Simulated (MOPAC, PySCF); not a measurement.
Series HO-SiH2-X, proton removed: substituent effects on one reactive site. Gas-phase values, no solvent. One relaxed conformer stands for each flexible species; it need not be the lowest. The site is fixed along the series; a substituent can offer a better one. Strings in code marks are SMILES.

Quantity: vertical detachment energy (energy after one electron is removed minus that of the parent at the parent's geometry), in eV. Levels without diffuse functions put anions too high.

Level 1: PBE-D3(BJ)/def2-TZVPD // CAM-B3LYP-D3(BJ)/def2-TZVPD (PySCF)
Level 2: minus the HOMO energy of HF/3-21G // CAM-B3LYP-D3(BJ)/def2-TZVPD (PySCF)
Level 3: minus the HOMO energy of PM6 // CAM-B3LYP-D3(BJ)/def2-TZVPD (MOPAC)
Level 4: minus the HOMO energy of SVWN5/6-31G* // CAM-B3LYP-D3(BJ)/def2-TZVPD (PySCF)

```tsv
species	level 1	level 2	level 3	level 4
`[O-][SiH3]`	3.44	3.49	5.59	-1.02
`[O-][SiH2]Br`	4.09	4.77	5.72	0.325
`[O-][SiH2][SiH3]`	3.39	3.69	4.20	-0.245
```
